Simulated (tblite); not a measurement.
Species: C₅H₈ClO₂ (doublet state).
Atom-mapped SMILES: `[CH3:1][C:2]([Cl:3])[C@H:4]1[CH2:5][O:6][CH2:7][O:8]1` (hydrogens: H9, H10, H11 on C1; H12 on C4; H13, H14 on C5; H15, H16 on C7)

Geometry (GFN2-xTB, Å), atoms numbered from 1 in this order:
```
atom  x, y, z in Å
C1    -1.847   -0.469    0.809
C2    -1.328    0.520   -0.163
Cl3   -2.443    1.361   -1.139
C4     0.106    0.574   -0.543
C5     1.026    0.974    0.647
O6     1.463   -0.265    1.150
C7     1.613   -1.069    0.021
O8     0.589   -0.733   -0.878
H9    -1.061   -0.724    1.517
H10   -2.710   -0.072    1.343
H11   -2.163   -1.393    0.312
H12    0.251    1.242   -1.399
H13    0.502    1.506    1.438
H14    1.875    1.569    0.286
H15    2.596   -0.893   -0.458
H16    1.525   -2.119    0.313
```

Computed values, GFN2-xTB/tblite, gas phase, harmonic and unscaled. This tight-binding method is rough: wavenumbers can miss measured ones by several per cent, in bad cases by 10 to 20. One conformer, not necessarily the lowest. Open shells enter through the occupations alone, without spin polarisation, and single modes of such species can be off by tens of per cent.

Harmonic wavenumbers (cm⁻¹): 39.3, 55.8, 102.1, 148.2, 210.1, 250.0, 275.2, 371.0, 404.8, 673.8, 713.1, 763.3, 887.1, 942.7, 967.5, 986.3, 1001.6, 1012.0, 1032.7, 1069.3, 1104.7, 1114.9, 1151.1, 1192.0, 1226.8, 1258.3, 1286.0, 1307.9, 1310.7, 1389.9, 1442.7, 1457.0, 1462.4, 1485.0, 2775.4, 2888.7, 2907.5, 2920.0, 2959.9, 3002.3, 3019.8, 3031.2.

A = 3749, B = 1019, C = 990.0 MHz; mass 135.021 u (most abundant isotopes); point group C1, symmetry number 1; spin multiplicity 2.

Task: Zero-point energy?

Result: Half the sum of the wavenumbers: 26800 cm⁻¹ = 76.62 kcal/mol.

Task: What is S at 273.15 K and 1 bar for an ideal gas of classical rigid rotors and harmonic oscillators?

Result: Translation 40.20, rotation 28.57, vibration 23.47, spin (R ln 2) 1.38: S = 93.6 cal/(mol K).

Task: And Cp and H(273.15 K) − H(0)?

Result: Cp = 29.78 cal/(mol K), of which vibrations give 21.83 (their classical limit is 42 R = 83.5); H(273.15 K) − H(0) = 5.36 kcal/mol without the zero-point energy, 3.19 from vibrations.

Task: Which modes carry the vibrational entropy at 273.15 K?

Result: 39.3 cm⁻¹: 5.12; 55.8 cm⁻¹: 4.43; 102.1 cm⁻¹: 3.24; 148.2 cm⁻¹: 2.53; 210.1 cm⁻¹: 1.88; 250.0 cm⁻¹: 1.58 cal/(mol K); the other 36 give 4.69 together.

Task: How do the functions run with temperature in this model?

Result: 
| T (K) | S (cal/(mol K)) | Cp (cal/(mol K)) | H − H(0) (kcal/mol) | G − H(0) (kcal/mol) | ln q(vib) |
| --- | --- | --- | --- | --- | --- |
| 100 | 71.0 | 17.7 | 1.29 | -5.80 | 1.93 |
| 200 | 85.3 | 24.3 | 3.39 | -13.66 | 4.32 |
| 300 | 96.5 | 32.0 | 6.19 | -22.76 | 6.50 |
| 500 | 116.7 | 47.9 | 14.25 | -44.12 | 10.69 |
| 800 | 142.9 | 63.3 | 31.15 | -83.20 | 16.74 |
| 1000 | 157.8 | 69.8 | 44.50 | -113.31 | 20.53 |

q(vib) and H(0) count from the zero-point level.

Task: What must be added to the electronic energy to get the Gibbs energy at 273.15 K and 1 bar?

Result: ZPE + [H(273.15 K) − H(0)] − T·S = 76.62 + 5.36 − 25.57 = 56.41 kcal/mol.

Task: Blend soft modes into free rotors: weight 1/[1 + (100 cm⁻¹/ν̃)⁴] for the oscillator and the rest for a rotor with moment μB/(μ + B), μ = h/(8π²ν), B = 10⁻⁴⁴ kg m². What vibrational entropy results?

Result: 20.86 cal/(mol K) in place of 23.47, which changes −T·S at 273.15 K by +0.71 kcal/mol.

Hindered rotation and anharmonicity are outside this model. Other conformers, if any are populated, would add a mixing term that is left out. The structure is chiral; the term R ln 2 for an equal mix with its mirror image is left out.
